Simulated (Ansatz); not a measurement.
Spectroscopic constants of BeSi, multiplicity 3 (lowest of 2S+1 = 1, 3 at CCSD(T)/def2-TZVPP on PBE0 minima; our sources give no spin for the ground state, which may be another). The T1 diagnostic near the minimum is 0.116, so single-reference values are doubtful.

The constants come from a fifth-degree fit in 1/R (seven points, main isotopes). In def2 and cc sets the state is the lowest found near the PBE0 minimum, followed along R.

Programs: Ansatz (a quantum-chemistry and plane-wave program). Each number belongs to the level named beside it.

### Question
What bond length and harmonic frequency does PBE/def2-TZVPP give, and what D_e (from each atom's lowest state at the same level)?

### Answer
r_e = 2.121 Å, ω_e = 584 cm⁻¹, D_e = 1.83 eV.

### Question
What bond length and harmonic frequency does r2SCAN/def2-TZVPP give, and what D_e (from each atom's lowest state at the same level)?

### Answer
r_e = 2.124 Å, ω_e = 583 cm⁻¹, D_e = 1.84 eV.

### Question
What bond length and harmonic frequency does wB97M-V/def2-TZVPP give, and what D_e (from each atom's lowest state at the same level)?

### Answer
r_e = 2.115 Å, ω_e = 563 cm⁻¹, D_e = 1.29 eV.

Doubts at one or more of the structures used: a spin-contaminated determinant (r2SCAN/def2-TZVPP).
